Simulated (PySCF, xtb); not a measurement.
5,5-difluorocyclopenta-1,3-diene (C5H4F2), SMILES FC1(F)C=CC=C1.

GFN2-xTB (xtb 6.7.1) at its own geometry gives an orbital gap of 3.33 eV and a dipole moment of 3.25 D.

Geometry: PBE0-D3(BJ)/def2-SVP. The values are those of a single conformer.

Task: What does PySCF with PBE/def2-TZVP give? (The exact figures need the calculation; the answer reports its results.)

Result: gap 3.14 eV (levels -5.94 and -2.81 eV), dipole 2.22 D.
